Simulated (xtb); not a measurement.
Cl$_{2}$Sr (SMILES [Cl][Sr][Cl]), singlet, from a rough starting geometry (GFN-xTB shapes and energies of metal compounds can be far from the true ones); GFN2-xTB (xtb).

Here is a job for xtb.
```
$ xtb mol.xyz --gfn 2 --opt vtight --json

# file mol.xyz
3

Sr     0.00204903    -0.07610333     0.03106323
Cl     1.74094685     0.43734244    -1.73273572
Cl    -1.78199428    -0.41245642     1.72691487
```

The log (banner, timings and long lists left out):

```
   ID    Z sym.   atoms
    1   38 Sr     1
    2   17 Cl     2, 3

           -------------------------------------------------
          |                Calculation Setup                |
           -------------------------------------------------

           -------------------------------------------------
          |                 G F N 2 - x T B                 |
           -------------------------------------------------

          ...................................................
          :                      SETUP                      :
          :.................................................:
          :  # basis functions                  30          :
          :  # atomic orbitals                  27          :
          :  # shells                            9          :
          :  # electrons                        16          :
          :  max. iterations                   250          :
          :  Hamiltonian                  GFN2-xTB          :
          :  restarted?                      false          :
          :  GBSA solvation                  false          :
          :  PC potential                    false          :
          :  electronic temp.          300.0000000     K    :
          :  accuracy                    1.0000000          :
          :  -> integral cutoff          0.2500000E+02      :
          :  -> integral neglect         0.1000000E-07      :
          :  -> SCF convergence          0.1000000E-05 Eh   :
          :  -> wf. convergence          0.1000000E-03 e    :
          :  Broyden damping             0.4000000          :
          :  net charge                          0          :
          :  unpaired electrons                  0          :
          ...................................................

 iter      E             dE          RMSdq      gap      omega  full diag
   1     -6.1209084 -0.612091E+01  0.776E+01    0.53       0.0  T
   2     -8.9557644 -0.283486E+01  0.249E+01   12.08       1.0  T
   3     -9.2821761 -0.326412E+00  0.329E+01    6.36       1.0  T
   4     -9.4664654 -0.184289E+00  0.287E+01    4.05       1.0  T
   5     -9.5004931 -0.340277E-01  0.179E+01    3.70       1.0  T
   6     -8.6024798  0.898013E+00  0.450E+01    0.67       1.0  T
   7     -8.7012131 -0.987334E-01  0.419E+01    0.69       1.0  T
   8     -8.9572398 -0.256027E+00  0.323E+01    0.75       1.0  T
   9     -9.4632884 -0.506049E+00  0.155E+01    1.10       1.0  T
  10     -9.6808551 -0.217567E+00  0.172E+00    1.91       1.0  T
  11     -9.6571630  0.236921E-01  0.312E+00    2.33       1.0  T
  12     -9.6762019 -0.190389E-01  0.237E+00    2.09       1.0  T
  13     -9.6773994 -0.119747E-02  0.306E+00    2.07       1.0  T
  14     -9.6750827  0.231670E-02  0.308E+00    2.12       1.0  T
  15     -9.6815809 -0.649821E-02  0.120E+00    1.96       1.0  T
  16     -9.6820960 -0.515086E-03  0.653E-01    1.93       1.0  T
  17     -9.6821804 -0.843806E-04  0.346E-01    1.93       1.0  T
  18     -9.6823171 -0.136718E-03  0.103E-01    1.91       1.0  T
  19     -9.6823323 -0.151487E-04  0.295E-02    1.90       2.0  T
  20     -9.6823314  0.898422E-06  0.299E-02    1.89       1.9  T
  21     -9.6823304  0.914319E-06  0.592E-02    1.89       1.0  T
  22     -9.6823308 -0.393289E-06  0.651E-02    1.89       1.0  T
  23     -9.6823324 -0.154506E-05  0.293E-02    1.90       2.0  T
  24     -9.6823325 -0.107621E-06  0.930E-03    1.90       6.2  T
  25     -9.6823325  0.489110E-08  0.133E-02    1.90       4.4  T
  26     -9.6823325 -0.565502E-07  0.455E-03    1.90      12.7  T
  27     -9.6823325  0.126972E-08  0.128E-03    1.90      45.1  T
  28     -9.6823325 -0.380084E-08  0.361E-04    1.90     159.8  T
  29     -9.6823325 -0.147493E-09  0.273E-04    1.90     211.2  T

   *** convergence criteria satisfied after 29 iterations ***

         :::::::::::::::::::::::::::::::::::::::::::::::::::::
         ::                     SUMMARY                     ::
         :::::::::::::::::::::::::::::::::::::::::::::::::::::
         :: total energy              -9.677206136691 Eh    ::
         :: gradient norm              0.004902330633 Eh/a0 ::
         :: HOMO-LUMO gap              1.897637490643 eV    ::
         ::.................................................::
         :: SCC energy                -9.682332745385 Eh    ::
         :: -> isotropic ES            0.059712363219 Eh    ::
         :: -> anisotropic ES          0.003212075297 Eh    ::
         :: -> anisotropic XC          0.000542689181 Eh    ::
         :: -> dispersion             -0.001530273319 Eh    ::
         :: repulsion energy           0.005126608694 Eh    ::
         :: add. restraining           0.000000000000 Eh    ::
         :: total charge               0.000000000000 e     ::
         :::::::::::::::::::::::::::::::::::::::::::::::::::::

      -----------------------------------------------------------
     |                   =====================                   |
     |                        A N C O P T                        |
     |                   =====================                   |
     |               Approximate Normal Coordinate               |
     |                Rational Function Optimizer                |
      -----------------------------------------------------------
      -----------------------------------------------------------
     |                   =====================                   |
     |                        A N C O P T                        |
     |                   =====================                   |
     |               Approximate Normal Coordinate               |
     |                Rational Function Optimizer                |
      -----------------------------------------------------------

          ...................................................
          :                      SETUP                      :
          :.................................................:
[...]
 * total energy  :    -9.6776139 Eh     change       -0.1508861E-03 Eh
 * total energy  :    -9.6778424 Eh     change       -0.2284675E-03 Eh
 * total energy  :    -9.6780544 Eh     change       -0.2120820E-03 Eh
 * total energy  :    -9.6782974 Eh     change       -0.2429830E-03 Eh
 * total energy  :    -9.6775779 Eh     change        0.7195583E-03 Eh
 * total energy  :    -9.6791559 Eh     change       -0.1578074E-02 Eh
 * total energy  :    -9.6794001 Eh     change       -0.2441209E-03 Eh
 * total energy  :    -9.6806751 Eh     change       -0.1275043E-02 Eh
 * total energy  :    -9.6810143 Eh     change       -0.3391971E-03 Eh
 * total energy  :    -9.6811504 Eh     change       -0.1361274E-03 Eh
 * total energy  :    -9.6811642 Eh     change       -0.1375608E-04 Eh
 * total energy  :    -9.6811679 Eh     change       -0.3725185E-05 Eh
 * total energy  :    -9.6811679 Eh     change       -0.1069786E-07 Eh
   *** GEOMETRY OPTIMIZATION CONVERGED AFTER 18 ITERATIONS ***
[...]
          :  PC potential                    false          :
          :  electronic temp.          300.0000000     K    :
          :  accuracy                    1.0000000          :
          :  -> integral cutoff          0.2500000E+02      :
          :  -> integral neglect         0.1000000E-07      :
          :  -> SCF convergence          0.1000000E-05 Eh   :
          :  -> wf. convergence          0.1000000E-03 e    :
          :  Broyden damping             0.4000000          :
          :  net charge                          0          :
          :  unpaired electrons                  0          :
          ...................................................

 iter      E             dE          RMSdq      gap      omega  full diag
   1     -9.6865479 -0.968655E+01  0.554E-05    1.96       0.0  T
   2     -9.6865479  0.651923E-12  0.577E-05    1.96    1000.3  T
   3     -9.6865479 -0.247802E-11  0.426E-05    1.96    1356.0  T

   *** convergence criteria satisfied after 3 iterations ***

         :::::::::::::::::::::::::::::::::::::::::::::::::::::
         ::                     SUMMARY                     ::
         :::::::::::::::::::::::::::::::::::::::::::::::::::::
         :: total energy              -9.681167926637 Eh    ::
         :: gradient norm              0.000023083993 Eh/a0 ::
         :: HOMO-LUMO gap              1.957696530738 eV    ::
         ::.................................................::
         :: SCC energy                -9.686547872175 Eh    ::
         :: -> isotropic ES            0.063542542831 Eh    ::
         :: -> anisotropic ES          0.002653111279 Eh    ::
         :: -> anisotropic XC         -0.000264854344 Eh    ::
         :: -> dispersion             -0.001828978582 Eh    ::
         :: repulsion energy           0.005379945538 Eh    ::
         :: add. restraining           0.000000000000 Eh    ::
         :: total charge               0.000000000000 e     ::
         :::::::::::::::::::::::::::::::::::::::::::::::::::::

           -------------------------------------------------
          |                Property Printout                |
           -------------------------------------------------

    * Orbital Energies and Occupations

         #    Occupation            Energy/Eh            Energy/eV
      -------------------------------------------------------------
         1        2.0000           -1.0422870             -28.3621
         2        2.0000           -1.0384418             -28.2574
         3        2.0000           -0.4686555             -12.7528
         4        2.0000           -0.4312985             -11.7362
         5        2.0000           -0.4255670             -11.5803
         6        2.0000           -0.4241219             -11.5409
         7        2.0000           -0.4199388             -11.4271
         8        2.0000           -0.4194535             -11.4139 (HOMO)
         9                         -0.3475094              -9.4562 (LUMO)
        10                         -0.1974760              -5.3736
        11                         -0.0873983              -2.3782
        12                         -0.0612910              -1.6678
        13                          0.0128537               0.3498
        14                          0.0226261               0.6157
        15                          0.0273679               0.7447
        16                          0.0392846               1.0690
        17                          0.0393790               1.0716
        18                          0.0411948               1.1210
        19                          0.0412017               1.1212
       ...                                ...                  ...
        27                          0.4699375              12.7876
      -------------------------------------------------------------
                  HL-Gap            0.0719440 Eh            1.9577 eV
             Fermi-level           -0.3834815 Eh          -10.4351 eV

     #   Z          covCN         q      C6AA      α(0)
     1  38 Sr       1.380     0.599   453.466    63.068
     2  17 Cl       0.690    -0.300   108.305    15.916
     3  17 Cl       0.690    -0.300   108.305    15.916

 Mol. C6AA /au·bohr⁶  :       1670.442608
 Mol. C8AA /au·bohr⁸  :     196487.508767
 Mol. α(0) /au        :         94.900590

Wiberg/Mayer (AO) data.
largest (>0.10) Wiberg bond orders for each atom

 ---------------------------------------------------------------------------
     #   Z sym  total        # sym  WBO       # sym  WBO       # sym  WBO
 ---------------------------------------------------------------------------
     1  38 Sr   1.951 --     2 Cl   0.975     3 Cl   0.975
     2  17 Cl   1.171 --     1 Sr   0.975     3 Cl   0.195
     3  17 Cl   1.171 --     1 Sr   0.975     2 Cl   0.195
 ---------------------------------------------------------------------------

Topologies differ in total number of bonds
Writing topology from bond orders to xtbtopo.mol

molecular dipole:
                 x           y           z       tot (Debye)
 q only:        0.699      -1.466       0.290
   full:        0.733      -1.537       0.304       4.396
molecular quadrupole (traceless):
                xx          xy          yy          xz          yz          zz
 q only:       -2.370      -2.598       5.063       6.547       1.368      -2.693
  q+dip:       -2.774      -3.519       6.219       6.844       1.031      -3.445
   full:       -2.889      -3.395       6.313       7.642       1.424      -3.423

optimized geometry written to: xtbopt.xyz

           -------------------------------------------------
          | TOTAL ENERGY               -9.681167926637 Eh   |
          | GRADIENT NORM               0.000023083993 Eh/α |
          | HOMO-LUMO GAP               1.957696530738 eV   |
           -------------------------------------------------

normal termination of xtb
```
